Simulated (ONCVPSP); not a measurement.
**PBE ONCV dataset for scandium, scalar-relativistic all-electron reference.**

```
Element                 : scandium (Sc)
Generator               : ONCVPSP 4.0.1
Type                    : optimised norm-conserving Vanderbilt (ONCV)
Functional              : PBE
Relativity              : scalar-relativistic
Frozen core             : [Ne]
Valence charge          : 11
Reference configuration : 3s2 3p6 (charge +3)
Partial waves           : 3s: rc 1.70 bohr, ncon 4, nbas 9, qcut 7.6 1/bohr, 1 projector; 3p: rc 1.50 bohr, ncon 4, nbas 7, qcut 7.1 1/bohr, 2 projectors, debl 2.2 Ha; d scattering state at 0.45 Ha: rc 1.40 bohr, ncon 4, nbas 7, qcut 7.7 1/bohr, 2 projectors, debl 0.7 Ha
Local potential         : polynomial inside 1.15 bohr (lpopt 5, dvloc0 6 Ha)
Core correction         : Teter function, fcfact 5, rcfact 1.6
```

In the p channel the program set the typed energies aside and used -2.374, 0.250 Ha. In the d channel the program set the typed energies aside and used -1.187, 0.250 Ha.

**Question.** Does the generator finish with these settings?

**Answer.** Yes, a potential is produced and its reference levels are reproduced.

**Question.** Estimate the cutoffs (Ha) at which the residual kinetic energy of the hardest occupied pseudo-wave falls to 1 and 0.1 mHa per electron.

**Answer.** 18 Ha and 22 Ha. The cutoffs count occupied waves only; projector 1 of the d channel, the hardest unoccupied one, needs 67 Ha at the loose tolerance.

**Question.** What does a ghost test show?

**Answer.** No bound ghost flagged; no localised positive-energy state flagged.

Its largest configuration-test error is +70 meV (3s2 3p6 3d2). 1 of 4 tests not solved or not reliable.
